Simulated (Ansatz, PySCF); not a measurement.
This Ansatz (a first-principles code) input computes a PBE0/def2-TZVPD energy:

Ansatz 0.2 input:
```yaml
crystal:
  periodic: [false, false, false]
  atoms:
    - {symbol: F, position_ang: [-1.43609504, 0.77948595, -0.07780557]}
    - {symbol: C, position_ang: [-0.87843329, -0.49985824, 0.23940508]}
    - {symbol: Cl, position_ang: [1.12717558, -0.17693865, 0.00063329]}
    - {symbol: H, position_ang: [-0.96652992, -1.00826693, -0.74694631]}
basis:
  gaussian:
    orbitals: def2-TZVPD
hamiltonian:
  xc: {name: PBE0}
total_charge: -1
output: {forces: true}
```

### Question
Write an input for the same energy in PySCF and say what it gives.

### Answer

```python
from pyscf import gto, scf, dft

mol = gto.M(
    atom='''
    F    -1.43609504    0.77948595   -0.07780557
    C    -0.87843329   -0.49985824    0.23940508
    Cl    1.12717558   -0.17693865    0.00063329
    H    -0.96652992   -1.00826693   -0.74694631
    ''',
    basis='def2-tzvpd',
    charge=-1,
    spin=0,
    verbose=4,
)

mf = dft.RKS(mol, xc='pbe0').density_fit(auxbasis='def2-universal-jkfit')
mf.grids.level = 3
mf.conv_tol = 1e-9
mf.max_cycle = 100
mf.max_memory = 1500
mf.kernel()
if not mf.converged:
    mf = mf.newton()
    mf.kernel(mf.make_rdm1())
mf.analyze()
```
It gives -598.49328 Eh, and Ansatz -598.49327 Eh, a difference of 0.01 mEh.

It need not be the lowest isomer of its formula. Whether it binds its extra electron was not tested at this geometry.
